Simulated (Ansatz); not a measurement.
The same molecule with X = N, As, Sb. Ansatz, PBE0-D4/def2-TZVP geometries, multiplicity 1.

Elements past krypton have def2 core potentials. Scalar relativity is left out up to krypton.

```
 X    molecule  mean X–P bond length / Å  HOMO energy (PBE0/def2-TZVPP) / eV  zero-point energy (PBE0-D4/def2-TZVP) / kJ/mol  HOMO energy (B3LYP/def2-TZVPP) / eV
 N       `N#P`                     1.479                               -9.25                                             8.5                                -8.98
Sb  `[P]#[Sb]`                     2.183                               -7.21                                             3.3                                -6.98
```

(1) Give the row for X = As, `P#[As]`. (Best estimate.)

## Answers

(1) The calculation gave: 
```
 X  molecule  mean X–P bond length / Å  HOMO energy (PBE0/def2-TZVPP) / eV  zero-point energy (PBE0-D4/def2-TZVP) / kJ/mol  HOMO energy (B3LYP/def2-TZVPP) / eV
As  `P#[As]`                     1.988                               -7.76                                             3.9                                -7.50
```

From N to Sb the mean X–P bond length rises at each step, by 0.704 Å in all; the HOMO energy (PBE0/def2-TZVPP) rises at each step, by 2.04 eV in all; the zero-point energy (PBE0-D4/def2-TZVP) falls at each step, by 5.2 kJ/mol in all; the HOMO energy (B3LYP/def2-TZVPP) rises at each step, by 2.00 eV in all. Bonds lengthen as the atom grows down the group.

B3LYP here is the variant with VWN-RPA as its local correlation; programs differ in this.

Spin–orbit coupling is left out; it splits and shifts lone-pair levels of the heavy atoms by tenths of an eV.
